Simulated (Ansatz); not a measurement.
`CN(C)[SiH]` + CH₃OH → `CO[SiH]` + `CNC` at 298.15 K and 1 bar (ligand exchange at the Si–N bond).

Program: Ansatz. Geometries: PBE0-D4/def2-TZVP. ΔE: electronic, gas phase. CCSD(T)/CBS is the MP2 limit (def2-TZVPP, def2-QZVPP) plus CCSD(T) − MP2 in def2-TZVPP, frozen cores. This one scheme is used for every species.

| species | CCSD(T)/CBS energy (Eh) | H − E (kJ/mol) | S (J/(mol·K)) |
| --- | --- | --- | --- |
| `CN(C)[SiH]` | -424.06348 | 254.6 | 305.8 |
| CH₃OH | -115.61712 | 146.3 | 238.2 |
| `CO[SiH]` | -404.67988 | 143.4 | 279.5 |
| `CNC` | -135.00321 | 256.9 | 271.4 |

H − E and S are ideal-gas, rigid-rotor, harmonic terms from PBE0-D4/def2-TZVP. 1 Eh = 2625.50 kJ/mol, R = 8.31446 J/(mol·K).

Task: By hand: ΔE, ΔH, ΔS and ΔG.

Result: ΔE = (-404.67988) + (-135.00321) − (-424.06348) − (-115.61712) = -0.00249 Eh = -6.5 kJ/mol. Δ(H − E) = 143.4 + 256.9 − 254.6 − 146.3 = -0.6, so ΔH = -7.1 kJ/mol. ΔS = 279.5 + 271.4 − 305.8 − 238.2 = 6.9 J/(mol·K). ΔG = -7.1 − 298.15 × (6.9)/1000 = -9.2 kJ/mol.

Task: By hand: the equilibrium constant, and the temperature at which ΔG would vanish if ΔH and ΔS stayed fixed.

Result: log₁₀ K = −ΔG/(RT ln 10) = 1.6. ΔH and −TΔS have one sign here, so there is no such temperature.

The number of gas molecules stays the same, so ΔS is small and ΔH decides. A doubt of 5 kJ/mol in ΔE shifts log₁₀ K by 0.9 here. These are equilibria of isolated gas molecules and say nothing of rates. Largest T1 diagnostic: 0.015 (customary marks: 0.02 for closed shells, 0.045 for open ones).
